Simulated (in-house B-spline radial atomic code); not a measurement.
**Cl4+: [Ne] 3s2 3p1**

Computed with an all-electron radial atomic-structure program (B-spline basis): Dirac-Kohn-Sham RPBE, spherical fractional occupations, Fermi nucleus of rms radius 3.3654 fm.

Z_r = [3n² - l(l+1)]/(2<r>); Z_e = n√(-2ε); the last column is Slater's effective charge. Values are occupation-weighted means over j.

```tsv
shell	electrons	ε (eV)	<r> (bohr)	Z_r	Z_e	Slater
1s	2	-2818.2	0.09092	16.50	14.39	16.70
2s	2	-316.58	0.4421	13.57	9.65	12.85
2p	6	-255.58	0.4044	12.36	8.67	12.85
3s	2	-73.743	1.353	9.98	6.98	7.50
3p	1	-59.47	1.449	8.63	6.27	7.50
```

The least bound orbital is 3p3/2 at -59.4 eV, and it is also the most diffuse (<r> = 1.451 bohr).

Spin-orbit splittings of the orbital energies (j = l + 1/2 above j = l - 1/2 when positive): 2p 1.713 eV, 3p 0.2048 eV.

For the 1s electron the small component carries 0.366 % of the norm, the zero-frequency Breit interaction raises the level by 2.118 eV, self-energy by 0.9496 eV, and vacuum polarisation lowers it by 0.06466 eV.
